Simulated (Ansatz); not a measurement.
Start from `C[NH][GaH][CH2]F` and change one atom or group to get `F[CH2][GaH][F]`.

Ansatz, PBE0-D4/def2-TZVP geometries, multiplicity 1. Each molecule was computed in one conformer, which needn't be the lowest.

Scalar relativity is left out up to krypton.

```csv
property,`C[NH][GaH][CH2]F`
size of the dipole moment (ωB97M-V/def2-TZVPP) / D,1.15
HOMO energy (PBE/def2-TZVPP) / eV,-5.48
HOMO energy (PBE0/def2-TZVPP) / eV,-6.72
LUMO energy (ωB97M-V/def2-TZVPP) / eV,1.11
HOMO–LUMO gap (PBE/def2-TZVPP) / eV,4.17
"ideal-gas entropy at 298 K and 1 bar (rigid rotor, harmonic PBE0-D4/def2-TZVP) / J/(mol·K)",370
```

(1) Give the same properties after the change, and the shifts. (Best estimate.)

## Answers

(1) Computed: 
| property | `F[CH2][GaH][F]` | shift |
| --- | --- | --- |
| size of the dipole moment (ωB97M-V/def2-TZVPP) / D | 0.77 | -0.38 |
| HOMO energy (PBE/def2-TZVPP) / eV | -6.86 | -1.38 |
| HOMO energy (PBE0/def2-TZVPP) / eV | -8.29 | -1.57 |
| LUMO energy (ωB97M-V/def2-TZVPP) / eV | 0.26 | -0.85 |
| HOMO–LUMO gap (PBE/def2-TZVPP) / eV | 4.64 | 0.47 |
| ideal-gas entropy at 298 K and 1 bar (rigid rotor, harmonic PBE0-D4/def2-TZVP) / J/(mol·K) | 327 | -43 |

With PBE0 the HOMO falls by 1.57 eV and the LUMO falls by 0.87 eV, so the gap widens by about 0.70 eV. PBE moves the HOMO by -1.38 eV and ωB97M-V by -1.50 eV. The zero-point energy changes by -138.0 kJ/mol with -15 modes. Dipoles are sizes alone; their direction can turn. Modes under 60 cm⁻¹, often nearly free rotors, make the harmonic entropy too high.
